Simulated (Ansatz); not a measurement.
`C=C[O][SbH][F]` + `C=CC[SiH3]` → `[F][SbH][SiH3]` + `C=CCOC=C`  (formal exchange of groups at the Sb–O bond)

Calculated with Ansatz (gas phase, PBE0-D4/def2-TZVP geometries, no zero-point term in ΔE). CCSD(T)/CBS is the MP2 limit (def2-TZVPP, def2-QZVPP) plus CCSD(T) − MP2 in def2-TZVPP, frozen cores. Functionals use def2-TZVPP. Elements past krypton have def2 core potentials. For Sb outer-core shells are correlated without core-valence functions, which leaves a few kJ/mol of doubt a bond. One conformer a species, not always the lowest.

| level | ΔE (kJ/mol) | difference from CCSD(T)/CBS |
| --- | --- | --- |
| LDA (SPW92) | 54.5 | -21.2 |
| BLYP-D4 | 76.3 | 0.6 |
| PBE0-D4 | 61.5 | -14.2 |
| CAM-B3LYP-D4 | 73.1 | -2.6 |
| BHLYP | 68.4 | -7.3 |
| RPA@PBE/def2-TZVPP | 71.7 | -4.0 |
| MP2/def2-TZVPP | 82.9 | 7.2 |
| CCSD(T)/def2-TZVPP | 73.1 | -2.6 |
| HF/def2-QZVPP | 69.7 | -6.0 |
| SCS-MP2/def2-QZVPP | 84.7 | 9.0 |
| CCSD(T)/CBS | 75.7 | 0 |

Q: What do rigid-rotor, harmonic-oscillator terms from PBE0-D4/def2-TZVP frequencies (298.15 K, 1 bar) make of the CCSD(T)/CBS value? (Estimate.)

A: The calculation gave: ΔZPE = +4.5 kJ/mol, ΔH = +79.7 kJ/mol, ΔS = -10 J/(mol·K), ΔG = +82.6 kJ/mol. Modes under 50 cm⁻¹ make the entropy rough.

Largest T1 diagnostic among the species: 0.015.

Leaving LDA and LC-ωPBE aside and taking each functional with its dispersion term where it has one, the values, not all of them listed here, spread over 19.1 kJ/mol, from HSE06-D4 to B97M-V. LDA lies −8.3 kJ/mol from PBE without D4. From r2SCAN to r2SCAN0 (25 % exact exchange), in def2-TZVPP and without D4, ΔE moves by −4.9 kJ/mol.
